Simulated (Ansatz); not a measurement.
C$_{3}$H$_{8}$O$_{3}$Si (`CO[SiH2]OC(C)=O`), relaxed with RKS PBE0-D4/def2-TZVP in Ansatz 0.2.0 from a GFN2-xTB geometry. The force threshold is 0.005 eV/Å; the program also tests the step.

The species carries charge 0 and has multiplicity 1.

Start:

```xyz
15

C    -2.133    0.747    2.179
O    -1.285    0.155    1.246
Si   -0.121    0.887    0.406
O     0.362   -0.426   -0.464
C     1.355   -0.356   -1.336
C     1.615   -1.672   -2.017
O     1.963    0.658   -1.546
H    -2.752    1.514    1.707
H    -2.776   -0.030    2.593
H    -1.561    1.213    2.984
H    -0.630    1.925   -0.484
H     0.965    1.369    1.253
H     1.827   -2.428   -1.264
H     0.720   -1.976   -2.555
H     2.450   -1.579   -2.703
```

| step | energy (eV) | largest force (eV/Å) | largest move (Å) |
| --- | --- | --- | --- |
| 1 | -17253.1152 | 0.758 | 0.000 |
| 2 | -17253.1687 | 0.364 | 0.065 |
| 3 | -17253.1850 | 0.092 | 0.072 |
| 4 | -17253.1890 | 0.092 | 0.037 |
| 5 (rejected) | -17253.1654 | 0.390 | 0.200 |
| 6 | -17253.1912 | 0.431 | 0.100 |
| 7 | -17253.1954 | 0.103 | 0.030 |
| 8 | -17253.1959 | 0.030 | 0.011 |
| 9 | -17253.1960 | 0.009 | 0.006 |
| 10 | -17253.1960 | 0.005 | 0.002 |
| 11 | -17253.1960 | 0.001 | 0.004 |
| 12 | -17253.1960 | 0.003 | 0.009 |

End:

```xyz
15

C    -2.138    0.856    2.222
O    -1.392    0.101    1.297
Si   -0.184    0.735    0.401
O     0.307   -0.614   -0.478
C     1.318   -0.411   -1.332
C     1.709   -1.642   -2.082
O     1.832    0.673   -1.450
H    -2.672    1.679    1.734
H    -2.872    0.197    2.687
H    -1.500    1.273    3.011
H    -0.698    1.790   -0.502
H     0.912    1.224    1.268
H     1.997   -2.424   -1.376
H     0.850   -2.015   -2.643
H     2.532   -1.421   -2.756
```

Run time 27 s (2 threads of an AMD EPYC 7R13 on a shared host and a share of an NVIDIA H100 80 GB); peak host memory 0.94 GiB.
